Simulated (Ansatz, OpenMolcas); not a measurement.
# CuOH (SMILES [Cu]O): methods side by side

CuOH: 3 atoms, total charge 0, spin state singlet. As SMILES, `[Cu]O`. Geometry: relaxed at PBE0-D4/def2-TZVP.

| atom | x (Å) | y (Å) | z (Å) |
| --- | --- | --- | --- |
| Cu | -1.1528 | 0.2853 | -0.5969 |
| O | 0.4129 | 0.3078 | 0.2600 |
| H | 0.7399 | -0.5931 | 0.3369 |

Each level gives the vertical ionisation energy (to the doublet cation) (eV). The values are calculated.

| level | kind | program | value (eV) | less CCSD(T)/cc-pVTZ | CPU time (all runs) |
| --- | --- | --- | --- | --- | --- |
| HF/cc-pVTZ | Hartree–Fock | OpenMolcas | 7.24 | -1.88 | 50 s |
| SVWN5/cc-pVTZ | LDA | OpenMolcas | 9.52 | +0.40 | 79 s |
| PBE/cc-pVTZ | GGA | OpenMolcas | 9.14 | +0.02 | 1.8 min |
| revPBE/cc-pVTZ | GGA | Ansatz | 9.03 | -0.09 | 39 s |
| r2SCAN/cc-pVTZ | meta-GGA | Ansatz | 9.00 | -0.12 | 71 s |
| M06-2X/cc-pVTZ | hybrid meta-GGA | OpenMolcas | 9.29 | +0.17 | 2.5 min |
| CCSD(T)/cc-pVTZ | coupled cluster or CI | Ansatz | 9.12 | 0.00 | 3.1 min |
| CCSD/cc-pVTZ | coupled cluster or CI | Ansatz | 8.97 | -0.15 | 2.6 min |

CCSD(T)/cc-pVTZ is the highest level here, not the true value. The values span 7.24 to 9.52 eV. Times are those of the runs behind each value, whatever else they computed, on shared processors of several kinds: orders of magnitude only.
